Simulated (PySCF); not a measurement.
# Electronic structure of Ce²⁺ (cerium, charge +2) at the UHF level

Configuration: [Xe] 4f1 6s1, high-spin 3F determinant (an excited configuration). All numbers are calculated (PySCF 2.14, scalar relativity by spin-free X2C-1e, in x2c-TZVPPall).

| Property | Result |
| --- | --- |
| Total energy | -8855.676377 hartree |
| One-electron energy | -12043.4018 hartree |
| Hartree (Coulomb) energy | 3396.1061 hartree |
| Exchange energy | -208.3807 hartree |
| ⟨S²⟩ | 2.0011 |
| ⟨L²⟩ | 12.020 |
| Sum of ⟨r⟩ | 36.69 bohr |
| Sum of ⟨r²⟩ | 55.67 bohr² |
| Traceless quadrupole moment −½Σ⟨3z² − r²⟩ along its main axis | 0.263 e·bohr² |
| Langevin diamagnetic susceptibility | -44.1 ×10⁻⁶ cm³/mol |

| shell | electrons | mean orbital energy (eV) | spread (eV) | rms radius, mean of both spins (bohr) |
| --- | --- | --- | --- | --- |
| 1s α | 1 | -40657.1 | 0 | 0.0280 |
| 1s β | 1 | -40657.0 | 0 | 0.0280 |
| 2s α | 1 | -6632.9 | 0 | 0.114 |
| 2s β | 1 | -6632.9 | 0 | 0.114 |
| 2p α | 3 | -5941.5 | 0.209 | 0.102 |
| 2p β | 3 | -5941.5 | 0.215 | 0.102 |
| 3s α | 1 | -1487.6 | 0 | 0.296 |
| 3s β | 1 | -1487.1 | 0 | 0.296 |
| 3p α | 3 | -1262.0 | 0.747 | 0.297 |
| 3p β | 3 | -1261.5 | 1.343 | 0.297 |
| 3d α | 5 | -938.31 | 0.230 | 0.274 |
| 3d β | 5 | -937.77 | 1.039 | 0.274 |
| 4s α | 1 | -334.24 | 0 | 0.676 |
| 4s β | 1 | -332.78 | 0 | 0.676 |
| 4p α | 3 | -257.62 | 0.541 | 0.718 |
| 4p β | 3 | -256.05 | 2.479 | 0.718 |
| 4d α | 5 | -143.48 | 1.651 | 0.802 |
| 4d β | 5 | -141.40 | 2.046 | 0.802 |
| 5s α | 1 | -66.893 | 0 | 1.61 |
| 5s β | 1 | -65.965 | 0 | 1.61 |
| 5p α | 3 | -44.645 | 0.460 | 1.84 |
| 5p β | 3 | -44.002 | 1.219 | 1.84 |
| 4f α | 1 | -30.439 | 0 | 1.15 |
| 6s α | 1 | -16.934 | 0 | 4.09 |

Spin-orbit coupling, absent here, splits the open shell strongly.

Densities and radii are taken from the X2C orbitals without a picture-change correction, which distorts them close to the nucleus.

Spin-orbit constants ζ (cm⁻¹) from the X2C one-electron operator on these orbitals: bare nucleus, nucleus screened by l(l+1)(2l+1)/3 electrons, and screened by the Breit-Pauli mean field of the electrons.

```csv
shell,bare,screened nucleus,mean field
2p,2347000,2266000,n/a
3p,466800,450700,n/a
3d,72230,59780,n/a
4p,98000,94620,n/a
4d,12370,10240,n/a
4f,1495,773.3,n/a
5p,14050,13570,n/a
```

To first order the Landé constant is A = 386.7 cm⁻¹, so the lowest level has J = 2 and lies 0.192 eV below the centre of the term. This holds in LS coupling only.
